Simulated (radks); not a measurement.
Ionisation of the barium ion Ba+, [Xe] 6s1, to [Xe] as the strength of local exchange is varied. Method: Dirac Kohn-Sham, Slater X-alpha exchange (alpha = 2/3 is LDA exchange), no correlation, spin-unpolarised, spherical densities, point nucleus; computed with a radial shooting solver on a logarithmic mesh with Libxc functionals.

| alpha | E(Ba+) (hartree) | exchange (hartree) | IE (eV) | -e of the level emptied (eV) | <r> of it (bohr) |
|---|---|---|---|---|---|
| 0.667 | -8127.6038 | -186.4081 | 9.347 | 6.985 (6s1/2) | 4.381 |
| 0.702 | -8137.3908 | -196.4088 | 9.515 | 7.153 (6s1/2) | 4.340 |
| 0.72 | -8142.4283 | -201.5605 | 9.603 | 7.241 (6s1/2) | 4.319 |
| 0.738 | -8147.4688 | -206.7179 | 9.690 | 7.329 (6s1/2) | 4.298 |
| 0.83 | -8173.2762 | -233.1684 | 10.145 | 7.786 (6s1/2) | 4.197 |
| 0.925 | -8200.0044 | -260.6395 | 10.624 | 8.272 (6s1/2) | 4.098 |
| 0.934 | -8202.5407 | -263.2503 | 10.670 | 8.318 (6s1/2) | 4.089 |
| 0.988 | -8217.7737 | -278.9456 | 10.948 | 8.601 (6s1/2) | 4.035 |

NIST Atomic Spectra Database: 10.004 eV (measured). The Delta-SCF value meets it near alpha = 0.80. Spin polarisation and multiplet splitting are left out, so open shells lie too high by an amount that depends on their filling.

Beside tabulated values, note that spin-unpolarised runs miss the spin-polarisation part of the exchange energy of open shells.
